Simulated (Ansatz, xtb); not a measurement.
GeH2OSi+: which of two structures lies lower

Structure I: a doublet given by its coordinates. Structure II: a doublet given by its coordinates. Both are isolated ions in the gas phase, relaxed with B3LYP/6-31G*.

I (Å):

```yaml
atoms:
  - { symbol: Ge, position_ang: [-2.6646, 0.3744, 2.1689] }
  - { symbol: O, position_ang: [-1.3096, 1.1970, 1.2656] }
  - { symbol: Si, position_ang: [-0.6448, -0.1254, 0.4915] }
  - { symbol: H, position_ang: [0.5988, -0.6600, 1.0673] }
  - { symbol: H, position_ang: [-0.9693, -0.2760, -0.9353] }
```

Close contacts (Å): Ge1–O2 1.82, Ge1–Si3 2.67, O2–Si3 1.67, Si3–H4 1.47, Si3–H5 1.47.

II (Å):

```yaml
atoms:
  - { symbol: Ge, position_ang: [0.6006, 1.7636, -0.6379] }
  - { symbol: O, position_ang: [-0.4985, 0.6917, 0.3490] }
  - { symbol: Si, position_ang: [-1.4668, -0.2517, 1.2188] }
  - { symbol: H, position_ang: [-1.0730, -0.5221, 2.6067] }
  - { symbol: H, position_ang: [-2.6685, -0.7740, 0.5573] }
```

Close contacts (Å): Ge1–O2 1.83, O2–Si3 1.61, Si3–H4 1.47, Si3–H5 1.47.

Question: Estimate E(II) − E(I) at the level CCSD(T)/def2-SVP + ΔMP2/def2-TZVPP.

Answer: Not settled: CCSD(T)/def2-SVP + ΔMP2/def2-TZVPP gives E(II) − E(I) = +0.056 eV, but this leans on the basis-set step: CCSD(T) alone gives −0.140 eV.

The same difference at several levels:

```tsv
level	geometry	E(II) − E(I) (eV)	departure from the last row (eV)	job, with rough time for the two
GFN2-xTB	GFN2-xTB	−0.668	−0.724	optimisation, 0.14 s
HF/STO-3G	GFN2-xTB	−0.823	−0.879	single point, 1.8 s
r2SCAN-D4/def2-SVP	GFN2-xTB	−0.246	−0.302	single point, 3.5 s
B3LYP/6-31G*	B3LYP/6-31G*	−0.135	−0.191	optimisation, 35 s
HF/def2-SVP	B3LYP/6-31G*	−0.441	−0.497	part of the CCSD(T) run
MP2/def2-SVP	B3LYP/6-31G*	−0.103	−0.160	part of the CCSD(T) run
CCSD(T)/def2-SVP	B3LYP/6-31G*	−0.140	−0.196	single point
CCSD(T)/def2-SVP + ΔMP2/def2-TZVPP	B3LYP/6-31G*	+0.056		single point, 40 s
```

GFN2-xTB, HF/STO-3G, r2SCAN-D4/def2-SVP, B3LYP/6-31G*, HF/def2-SVP, MP2/def2-SVP, CCSD(T)/def2-SVP put the two in the other order. The largest departure from CCSD(T)/def2-SVP + ΔMP2/def2-TZVPP is that of HF/STO-3G, 0.879 eV. The last row adds to CCSD(T) the change of the MP2 difference between the two basis sets, here +0.196 eV, a large step that makes the value less sure.

With harmonic frequencies from B3LYP/6-31G* (ideal gas, rigid rotor, one conformer each, 298.15 K, 1 atm): on the last row, ΔE + ΔZPE = +0.013, ΔH = +0.037, ΔG = +0.012 eV.

Open shells are spin-unrestricted, with notable spin contamination under HF/STO-3G. The correlated steps freeze 15 core orbitals; the filled d shell of Ge is correlated, in a basis made for valence electrons. Run with Ansatz 0.2.0, xtb 6.7.1; the last row on 1 thread of Intel(R) Xeon(R) 6975P-C (Granite Rapids) on a shared host.
